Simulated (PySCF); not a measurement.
Deuteron quadrupole couplings in `C1CC[SiH2]CC1`

Species: C5H12Si.
Cartesian coordinates in Å at the PBE0-D3(BJ)/def2-SVP level; atoms count from 1:
```xyz
18
C5H12Si angstrom
C     -0.703   -1.281   -0.188
C      0.791   -1.304    0.137
C      1.573   -0.114   -0.433
Si     0.809    1.516    0.131
C     -1.047    1.264   -0.101
C     -1.474   -0.111    0.426
H     -0.835   -1.266   -1.286
H     -1.156   -2.225    0.157
H      1.226   -2.247   -0.236
H      0.913   -1.333    1.236
H      1.541   -0.140   -1.537
H      2.638   -0.171   -0.154
H      1.325    2.684   -0.651
H      1.117    1.755    1.580
H     -1.268    1.336   -1.181
H     -1.623    2.069    0.386
H     -1.347   -0.142    1.524
H     -2.553   -0.259    0.247
```

Level: PBE0/pcSseg-1 (PySCF, non-relativistic); Q(2H) = 0.00286 b; rigid geometry, the same for H and D, with no vibrational averaging.

Question: Rank these positions by the coupling χzz of a deuteron there, largest first.
A. H13 (Si–H hydrogen)
B. H11 (methylene hydrogen)
C. H10 (methylene hydrogen)

Answer: B (194 kHz), C (189 kHz), A (94 kHz).

Question: Give the electric field gradient Vzz (the principal value of largest size), its asymmetry and the 2H coupling at each hydrogen.

Answer: 
```json
{"atom": "H7", "bonded to": "C1", "bond length (Å)": "1.106", "Vzz (au)": "0.2808", "η": "0.02", "χzz (kHz)": "189"}
{"atom": "H8", "bonded to": "C1", "bond length (Å)": "1.102", "Vzz (au)": "0.2874", "η": "0.02", "χzz (kHz)": "193"}
{"atom": "H9", "bonded to": "C2", "bond length (Å)": "1.103", "Vzz (au)": "0.2856", "η": "0.02", "χzz (kHz)": "192"}
{"atom": "H10", "bonded to": "C2", "bond length (Å)": "1.106", "Vzz (au)": "0.2805", "η": "0.02", "χzz (kHz)": "189"}
{"atom": "H11", "bonded to": "C3", "bond length (Å)": "1.105", "Vzz (au)": "0.2888", "η": "0.03", "χzz (kHz)": "194"}
{"atom": "H12", "bonded to": "C3", "bond length (Å)": "1.102", "Vzz (au)": "0.2945", "η": "0.03", "χzz (kHz)": "198"}
{"atom": "H13", "bonded to": "Si4", "bond length (Å)": "1.498", "Vzz (au)": "0.1393", "η": "0.00", "χzz (kHz)": "94"}
{"atom": "H14", "bonded to": "Si4", "bond length (Å)": "1.500", "Vzz (au)": "0.1387", "η": "0.00", "χzz (kHz)": "93"}
{"atom": "H15", "bonded to": "C5", "bond length (Å)": "1.105", "Vzz (au)": "0.2886", "η": "0.03", "χzz (kHz)": "194"}
{"atom": "H16", "bonded to": "C5", "bond length (Å)": "1.102", "Vzz (au)": "0.2946", "η": "0.03", "χzz (kHz)": "198"}
{"atom": "H17", "bonded to": "C6", "bond length (Å)": "1.106", "Vzz (au)": "0.2803", "η": "0.02", "χzz (kHz)": "188"}
{"atom": "H18", "bonded to": "C6", "bond length (Å)": "1.103", "Vzz (au)": "0.2856", "η": "0.02", "χzz (kHz)": "192"}
```

Question: Average by the element that carries the hydrogen.

Answer: on C: 193 kHz over 10 positions, mean bond length 1.104 Å; on Si: 93 kHz over 2 positions, mean bond length 1.499 Å.

Question: Give the 2H NMR doublet splittings at H14 for a magnetic field along the z, y and x axes of the gradient: 3χ/2, 3χ(1 + η)/4, 3χ(1 − η)/4.

Answer: With |χ| = 93.2 kHz and η = 0.001: 140, 70 and 70 kHz, to first order and without motion.

The structure is a single PBE0-D3(BJ)/def2-SVP conformer in the gas phase; no vibrational or solvent corrections. With a basis this small, the couplings can be 20 % off.

The run behind these numbers computed NMR shieldings as well. On an Intel Xeon 6975P-C with one thread (shared host), this took 15 s wall and 0.97 GiB of memory at its peak.
